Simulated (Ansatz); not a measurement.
```yaml
crystal:
  periodic: [false, false, false]
  atoms:
    - {symbol: C, position_ang: [-1.157698, -1.456079, 1.800634]}
    - {symbol: C, position_ang: [-0.288565, -0.708515, 0.988902]}
    - {symbol: C, position_ang: [-1.274309, 0.200904, 0.386979]}
    - {symbol: C, position_ang: [-0.268526, 0.608406, -0.804801]}
    - {symbol: C, position_ang: [-0.915049, 1.935254, -1.711098]}
    - {symbol: F, position_ang: [-0.487518, 3.235627, -1.575133]}
    - {symbol: F, position_ang: [-1.059372, 1.561397, -2.951224]}
    - {symbol: F, position_ang: [-2.353121, 1.921935, -1.452018]}
    - {symbol: O, position_ang: [0.980994, 0.852033, -1.129768]}
    - {symbol: Ti, position_ang: [2.234788, -0.740796, -0.281628]}
    - {symbol: Cl, position_ang: [2.642596, -1.330032, -2.387715]}
    - {symbol: Cl, position_ang: [3.511173, -1.975948, 0.747244]}
    - {symbol: Cl, position_ang: [3.441686, 1.210413, 0.055861]}
    - {symbol: O, position_ang: [0.715819, -0.850855, 0.784445]}
    - {symbol: H, position_ang: [-1.087588, -2.562536, 1.826489]}
    - {symbol: H, position_ang: [-0.572342, -1.343272, 2.871490]}
    - {symbol: H, position_ang: [-1.944549, -1.192349, 2.044569]}
    - {symbol: H, position_ang: [-1.966615, 0.404667, 0.259134]}
basis:
  gaussian: {orbitals: x2c-TZVPPall}
magnetization: {spin_polarized: true, initial_magnetization: 8}
hamiltonian: {xc: {name: B3LYP}, dispersion: d3bj}
scf: {lower_state_search: off}
```

```sh
$ ansatz run in.yaml --threads 10 --pin off --events-out ev --progress --plain --max-ram 110592MiB --backend cuda --devices 0, --max-vram 75GiB
```

Output, abridged:

```
Functional definition: B3LYP
  name "B3LYP"
  cite "Stephens, Devlin, Chabalowski & Frisch, J. Phys. Chem. 98, 11623 (1994) doi:10.1021/j100096a001"
  cite "Becke, Phys. Rev. A 38, 3098 (1988) doi:10.1103/PhysRevA.38.3098"
  cite "Lee, Yang & Parr, Phys. Rev. B 37, 785 (1988) doi:10.1103/PhysRevB.37.785"
  cite "Vosko, Wilk & Nusair, Can. J. Phys. 58, 1200 (1980) doi:10.1139/p80-159"
  parameter a0 = 0.2
  parameter ax = 0.72
  parameter ac = 0.81
  exchange = (1 - a0 - ax)*slater_x + ax*b88_x + a0*exact_x
  correlation = (1 - ac)*vwn_rpa_c + ac*lyp_c
these checks for a lower state are left out or cut short: stability, starts, cluster_reference, orbital_swaps, neighbouring_geometries, increment
3289 factors; their error is unknown
mean field evaluation 1: about -78368.9730 eV, gradient 9.6e1 eV
mean field evaluation 2: about -77965.6085 eV, gradient 2.5e2 eV
mean field evaluation 4: about -78375.2798 eV, gradient 8.4e1 eV
mean field evaluation 8: about -78412.9706 eV, gradient 7.1e0 eV
mean field evaluation 16: about -78413.2953 eV, gradient 1.5e-1 eV
mean field evaluation 32: about -78413.4481 eV, gradient 3.4e-3 eV
mean field -78413.44813267 eV, -2881.6410683315 hartree, gradient 8.9e-6 eV, S^2 20.021471; 0 other end points of the search recorded, 0 dependent functions left out
reference -78413.44851930 eV, -2881.6410825399 hartree; 79, 71 occupied and 477, 485 virtual orbitals, 3289 factors
Total energy: -78414.64400471 eV, -2881.6850158183 hartree
Relativity: scalar
Checks for a lower state left out: stability, starts, cluster_reference, orbital_swaps, neighbouring_geometries, increment
```

In this input the spin is set far too high for this molecule. The calculation finished and met its thresholds. The result belongs to that input, not to the molecule as meant.
